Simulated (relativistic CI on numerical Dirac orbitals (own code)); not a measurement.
**Ligand-field terms of d4**

Computed with a parametric ligand-field model of a d^n configuration (Racah B and C, spin-orbit zeta, crystal field), exact diagonalisation.

Field parameters in Wybourne normalisation: Oh B⁴₀ = 21Dq, B⁴₄ = √(5/14) B⁴₀. The field is a parameter set, without covalency.

(1) Lowest levels for B = 1010, C = 5150, ζ = 290 cm⁻¹, Oh, 10Dq = 19850 cm⁻¹?

(2) Lowest levels for B = 790, C = 3950, ζ = 290 cm⁻¹, Oh, 10Dq = 28500 cm⁻¹?

(3) Lowest levels for B = 340, C = 1700, ζ = 1700 cm⁻¹, Oh, 10Dq = 35600 cm⁻¹?

(4) Lowest levels for B = 590, C = 2460, ζ = 80 cm⁻¹, Oh, 10Dq = 9350 cm⁻¹?

(5) Lowest levels for B = 600, C = 2760, ζ = 610 cm⁻¹, Oh, 10Dq = 22950 cm⁻¹?

Answers

(1) A1 0 (S 2.00), T1 6 (S 2.00), E 13 (S 2.00), T2 18 (S 2.00), A2 24 (S 2.00), A1 9428 (S 1.00), T1 9556 (S 1.00), T2 9785 (S 1.00), E 9792 (S 1.00) cm⁻¹, with S from ⟨S²⟩ = S(S + 1). The ground level has 1.00 electrons in the cubic e pair.

(2) A1 0 (S 1.01), T1 154 (S 1.01), E 430 (S 1.00), T2 436 (S 1.00), A2 5524 (S 2.00), T2 5530 (S 2.00), E 5537 (S 2.00), T1 5543 (S 2.00), A1 5549 (S 2.00) cm⁻¹, with S from ⟨S²⟩ = S(S + 1). The ground level has 0.03 electrons in the cubic e pair.

(3) A1 0 (S 0.99), T1 1450 (S 1.01), T2 2842 (S 0.95), E 2889 (S 0.96), T2 7793 (S 0.16), E 8023 (S 0.13), A1 15141 (S 0.09), A2 27643 (S 1.99), T2 27655 (S 1.98) cm⁻¹, with S from ⟨S²⟩ = S(S + 1). The ground level has 0.02 electrons in the cubic e pair.

(4) A1 0 (S 2.00), T1 1 (S 2.00), E 2 (S 2.00), T2 3 (S 2.00), A2 4 (S 2.00), A1 5141 (S 1.00), T1 5175 (S 1.00), T2 5239 (S 1.00), E 5240 (S 1.00) cm⁻¹, with S from ⟨S²⟩ = S(S + 1). The ground level has 1.00 electrons in the cubic e pair.

(5) A1 0 (S 1.02), T1 382 (S 1.02), E 967 (S 1.01), T2 979 (S 1.00), A2 7122 (S 2.00), T2 7143 (S 2.00), E 7164 (S 1.99), T1 7182 (S 1.99), A1 7200 (S 1.99) cm⁻¹, with S from ⟨S²⟩ = S(S + 1). The ground level has 0.04 electrons in the cubic e pair.
